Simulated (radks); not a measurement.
Results of a calculation; reference values are marked as such.
Mean orbital radii <r> (bohr) of the iridium ion Ir+, [Xe] 4f14 5d7 6s1, at several levels of relativity; Dirac values are averaged over j with weights 2j + 1. Spin-unpolarised spherical Kohn-Sham, BLYP, point nucleus unless stated (finite: rms radius 5.4032 fm), a radial shooting solver on a logarithmic mesh with Libxc functionals. A level marked "c x" has the speed of light scaled by that factor and shares open shells by 2j + 1; other Dirac levels either fill j = l - 1/2 first or share by 2j + 1.

| shell | non-rel. | scalar-rel. | Dirac, 2j+1 shares, finite nucleus | Dirac, c x 100 | change of magnitude, last against first (%) |
|---|---|---|---|---|---|
| 3s | 0.2098 | 0.1904 | 0.1899 | 0.2098 | 0.00 |
| 3p | 0.2001 | 0.1913 | 0.1903 | 0.2001 | 0.00 |
| 3d | 0.1750 | 0.1733 | 0.1733 | 0.1750 | 0.00 |
| 4s | 0.4645 | 0.4233 | 0.4233 | 0.4645 | 0.00 |
| 4p | 0.4697 | 0.4506 | 0.4492 | 0.4697 | 0.00 |
| 4d | 0.4809 | 0.4785 | 0.4787 | 0.4809 | 0.00 |
| 5s | 1.077 | 0.9774 | 0.9786 | 1.077 | 0.00 |
| 4f | 0.5214 | 0.5353 | 0.5359 | 0.5214 | 0.00 |
| 5p | 1.178 | 1.133 | 1.131 | 1.178 | 0.00 |
| 5d | 1.636 | 1.676 | 1.678 | 1.636 | 0.00 |
| 6s | 3.022 | 2.713 | 2.715 | 3.022 | 0.00 |
| 6p (empty) | 3.787 | 3.659 | 3.644 | 3.787 | 0.00 |
